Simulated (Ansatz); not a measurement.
Consider the silylene loss: `[CH3][SnH]([SiH3])[Cl]` → `[CH3][SnH2][Cl]` + `[SiH2]`.

Calculated with Ansatz (gas phase, PBE0-D4/def2-TZVP geometries, no zero-point term in ΔE). CBS: MP2 limit from def2 TZ/QZ plus the TZ coupled-cluster correction, frozen cores. This one scheme is used for every species. Functionals use def2-TZVPP. B3LYP here is the variant with VWN-RPA as its local correlation; programs differ in this. HSE06 is defined as in plane-wave codes. Elements past krypton have def2 core potentials. For Sn outer-core shells are correlated without core-valence functions, which leaves a few kJ/mol of doubt a bond.

```tsv
level	ΔE (eV)
B3LYP-D4	2.74
r2SCANh-D4	2.99
HSE06-D4	2.93
ωB97M-V	2.68
LC-ωPBE	2.90
CCSD/def2-SVP	2.54
SCS-MP2/def2-TZVPP	2.73
MP2/CBS(def2)	3.00
```

Problem. What does CCSD(T)/CBS give? (Estimate.)

Solution. Ansatz gave: +2.78 eV. The listed levels differ from it by -0.04, 0.21, 0.15, -0.10, 0.12, -0.24, -0.05, 0.22 eV.

Problem. What do rigid-rotor, harmonic-oscillator terms from PBE0-D4/def2-TZVP frequencies (298.15 K, 1 bar) make of the CCSD(T)/CBS value? (An estimate is asked.)

Solution. The calculation gave: ΔZPE = -0.17 eV, ΔH = +2.64 eV, ΔS = 140 J/(mol·K), ΔG = +2.21 eV.

Largest T1 diagnostic among the species: 0.014.

Leaving LDA and LC-ωPBE aside and taking each functional with its dispersion term where it has one, the values, not all of them listed here, spread over 0.36 eV, from B97M-V to r2SCAN0-D4. LDA lies +0.30 eV from PBE without D4. At CCSD(T), def2-SVP lies −0.21 eV from the extrapolated value and def2-TZVPP −0.11 eV. In def2-TZVPP, CCSD(T) changes the Hartree–Fock value by +0.19 eV (the triples alone add +0.05 eV) and MP2 by +0.40 eV.
